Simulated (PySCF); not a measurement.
## How the method moves the HOMO and LUMO of `F[SiH2]C(F)(F)Cl`

CH₂ClF₃Si.
Numbering: `[F:1][SiH2:2][C:3]([F:4])([F:5])[Cl:6]` (hydrogens: H7, H8 on Si2)

Geometry (PBE0-D3(BJ)/def2-SVP, Å), atoms numbered from 1 in this order:
```
atom  x, y, z in Å
F1     1.083    1.498   -1.027
Si2    0.934    0.324    0.076
C3    -0.828   -0.430   -0.084
F4    -1.049   -0.982   -1.283
F5    -0.978   -1.397    0.840
Cl6   -2.063    0.825    0.204
H7     1.060    0.891    1.439
H8     1.920   -0.745   -0.221
```

Basis pcSseg-2 throughout (PySCF), one geometry. Geometry: PBE0-D3(BJ)/def2-SVP, one conformer, isolated molecule.

**Question.** How do the orbital energies, the gap and the dipole change with the method?

**Answer.** 
```
   method                    kind  HOMO (eV)  LUMO (eV)  gap (eV)  μ (D)  SCF cycles
     BLYP                     GGA      -7.66      -1.49      6.17   1.72          15
     OPBE                     GGA      -7.70      -1.40      6.30   1.69          15
      PBE                     GGA      -7.75      -1.61      6.14   1.70          14
    B97-D                     GGA      -7.77      -1.44      6.33   1.73          15
     BP86                     GGA      -7.86      -1.65      6.21   1.71          13
      KT2                     GGA      -7.88      -1.75      6.13   1.76          16
      KT3                     GGA      -7.90      -1.64      6.26   1.75          16
      LDA                     LDA      -7.92      -1.90      6.01   1.75          13
    B97-2           global hybrid      -8.92      -0.68      8.24   1.85          14
    B3LYP           global hybrid      -8.97      -0.95      8.02   1.85          13
     PBE0           global hybrid      -9.18      -0.71      8.47   1.85          13
 mPW1PW91           global hybrid      -9.21      -0.71      8.50   1.86          13
BHandHLYP           global hybrid     -10.54       0.15     10.69   2.00          13
CAM-B3LYP  range-separated hybrid     -10.61       0.26     10.87   1.93          13
  wB97X-D  range-separated hybrid     -11.06       1.11     12.17   1.90          14
  LC-wPBE  range-separated hybrid     -11.92       1.47     13.39   1.93          14
       HF            Hartree–Fock     -12.60       2.31     14.91   2.14          11
```

The HOMO spans 4.94 eV, from BLYP down to HF, and the gap runs from 6.01 eV (LDA) to 14.91 eV (HF). Over the methods BLYP (0 %), OPBE (0 %), PBE (0 %), B97-D (0 %), BP86 (0 %), KT2 (0 %), KT3 (0 %), LDA (0 %), B97-2 (21 %), B3LYP (20 %), PBE0 (25 %), mPW1PW91 (25 %), BHandHLYP (50 %), HF (100 %), a straight line through the gap against the share of exact exchange rises by 0.88 eV for each 10 % (correlation coefficient 0.999). The dipole ranges from 1.69 D (OPBE) to 2.14 D (HF). This basis has no diffuse functions.
